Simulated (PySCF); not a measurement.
One of the candidates below gave these computed data.

All candidates are C7H9ClO.

| technique | computed result |
| --- | --- |
| NMR, other nuclei | isotropic shieldings of nuclei other than C and H, by class: 305 (1 O), 734 (1 Cl) ppm [GIAO PBE0/pcSseg-1] |
| Rotational structure | rotational constants A, B, C: 2.378, 1.147, 0.972 GHz [GFN2-xTB] |
| 1H NMR | chemical shifts (computed TMS as zero) by class: 6.37 (1 H), 5.83 (1 H), 5.30 (1 H), 3.23 (2 H), 2.47 (2 H), 2.31 (2 H) ppm [GIAO PBE0/pcSseg-1] |
| Dipole | 1.50 D [PBE0/pcSseg-1] |
| 13C NMR | chemical shifts (computed TMS as zero) by class: 153.9 (1 C), 116.6 (1 C), 75.6 (1 C), 54.5 (2 C), 49.4 (2 C) ppm [GIAO PBE0/pcSseg-1] |

Electronic properties: PySCF, gas phase, density fitting. Levels stand in brackets. One conformer (not necessarily the lowest) at the GFN2-xTB geometry, without solvent, vibrations or thermal averaging. NMR classes are plain means over equivalent atoms (diastereotopic ones count apart unless rotation or inversion swaps them), as if these changed places fast.

**Question.** Which candidate is it?
A. `C=CC[C@@H](C=C)C(=O)Cl`
B. `C=C[C@]1(Cl)C[C@@H]2O[C@@H]2C1`
C. `CCCc1occc1Cl`

**Answer.** B. It is `C=C[C@]1(Cl)C[C@@H]2O[C@@H]2C1`. Numbering: `[CH2:1]=[CH:2][C@:3]1([Cl:4])[CH2:5][C@@H:6]2[O:7][C@@H:8]2[CH2:9]1`. Its formula, C7H9ClO, gives 3 degrees of unsaturation: 2 rings and 1 π bond in the structure found. 7 carbons fall into 5 classes; from least to most shielded: alkene CH carbon [C2] (153.9 ppm), terminal =CH2 carbon [C1] (116.6 ppm), sp3 C–Cl carbon [C3] (75.6 ppm), ring sp3 carbon bound to oxygen [C6/C8] (54.5 ppm, 2 C), ring CH2 carbon [C5/C9] (49.4 ppm, 2 C). Hydrogen classes from least to most shielded: 1 H on an alkene CH carbon, C2 (6.37 ppm), 1 H on a terminal =CH2 carbon, C1 (5.83 ppm), 1 H on a terminal =CH2 carbon, C1 (5.30 ppm), 2 H on 2 like atoms (sp3 carbon bound to oxygen), C6/C8 (3.23 ppm), 2 H on 2 ring CH2 carbons, C5/C9 (2.47 ppm), 2 H on 2 ring CH2 carbons, C5/C9 (2.31 ppm). The other shieldings belong to: 305 ppm, epoxide oxygen [O7]; 734 ppm, alkyl chlorine [Cl4]. The optimised geometry has point group Cs and is an asymmetric top.

The others, at the same levels:
- `CCCc1occc1Cl` fails: it has 7 carbon classes against 5; its computed 13C shifts are 157.3 (1 C), 144.4 (1 C), 127.0 (1 C), 119.3 (1 C), 30.9 (1 C), 26.6 (1 C), 14.6 (1 C) ppm, 1H shifts are 7.39 (1 H), 6.57 (1 H), 2.78 (2 H), 1.60 (2 H), 0.92 (3 H) ppm and rotational constant A is 1.635 GHz (against 2.378 GHz).
- `C=CC[C@@H](C=C)C(=O)Cl` fails: it has 7 carbon classes against 5; its computed 13C shifts are 187.2 (1 C), 145.2 (1 C), 142.1 (1 C), 126.8 (1 C), 125.5 (1 C), 69.4 (1 C), 47.0 (1 C) ppm, 1H shifts are 6.16 (1 H), 6.08 (1 H), 5.60 (1 H), 5.53 (1 H), 5.52 (1 H), 5.47 (1 H), 3.47 (1 H), 2.58 (1 H), 2.32 (1 H) ppm and rotational constant A is 1.416 GHz (against 2.378 GHz).

Each candidate is one conformer, not necessarily the lowest. The conformers computed, where there is a choice (atom-mapped SMILES and torsion angles):
- `[CH3:1][CH2:2][CH2:3][c:4]1[o:5][cH:6][cH:7][c:8]1[Cl:9]`: C1–C2–C3–C4 -67°, C2–C3–C4–O5 -76°
- `[CH2:1]=[CH:2][CH2:3][C@@H:4]([CH:5]=[CH2:6])[C:7](=[O:8])[Cl:9]`: C1–C2–C3–C4 114°, C2–C3–C4–C5 177°, C3–C4–C5–C6 -120°, C3–C4–C7–O8 -58°

The conformers of `C=C[C@]1(Cl)C[C@@H]2O[C@@H]2C1` aren't listed.
